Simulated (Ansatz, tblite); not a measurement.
Removing and adding an electron: the cluster Be₂Te₃. Charge 0, multiplicity 1. Geometry: PBE0-D4/def2-SVP. Ansatz, gas phase; energy differences of separate SCF runs; the oxidised species was run as a doublet alone; the reduced species was run as a doublet alone.

Cartesian coordinates in Å:
```
Be 0.677 -0.525 -0.995
Be -0.936 -0.457 0.800
Te -0.504 1.675 1.375
Te 1.367 1.598 -0.725
Te -0.604 -2.292 -0.455
```

In the def2 sets Te takes a core potential; there is no spin–orbit coupling. The xTB rows come from tblite. HOMO above LUMO, or a gap near zero within one spin, warns that the state may not be the lowest or that an electron is smeared out. The structure comes from a short search, and lower isomers may exist.

(1) Estimate orbital energies and vertical ionisation energies and electron affinities at: GFN1-xTB; GFN2-xTB; PBE-D4/def2-TZVP; PBE-D4/def2-TZVPD; r2SCAN-D4/def2-TZVP; r2SCAN-D4/def2-TZVPD; PBE0-D4/def2-TZVP; PBE0-D4/def2-TZVPD.

Results:

(1) 
```
               level  −HOMO (eV)  vertical IE (eV)  −LUMO (eV)  vertical EA (eV)  HOMO–LUMO gap (eV)  IE − EA (eV)                                                                   remarks
            GFN1-xTB        8.96             11.88        6.66              3.97                2.29          7.90                                                                         –
            GFN2-xTB        7.28             10.95        4.47              0.73                2.81         10.22                                                                         –
    PBE-D4/def2-TZVP        5.08              7.51        3.43                 –                1.65             –                                gap within one spin near zero (+1 doublet)
   PBE-D4/def2-TZVPD        5.10                 –        3.45              1.36                1.65             –  HOMO above zero (-1 doublet), gap within one spin near zero (-1 doublet)
 r2SCAN-D4/def2-TZVP        5.30              7.62        3.35                 –                1.94             –                                                                         –
r2SCAN-D4/def2-TZVPD        5.30                 –        3.36              1.39                1.94             –                                              HOMO above zero (-1 doublet)
   PBE0-D4/def2-TZVP        6.03              7.70        2.73                 –                3.29             –                                                                         –
  PBE0-D4/def2-TZVPD        6.04                 –        2.75              1.34                3.28             –                                              HOMO above zero (-1 doublet)
```

   A HOMO above zero means that the electron is unbound at that level or that self-interaction error raises the level; the energy of removing that electron tells which. Raw xTB energy differences between charge states are shifted by several eV; the methods need an empirical correction for them.
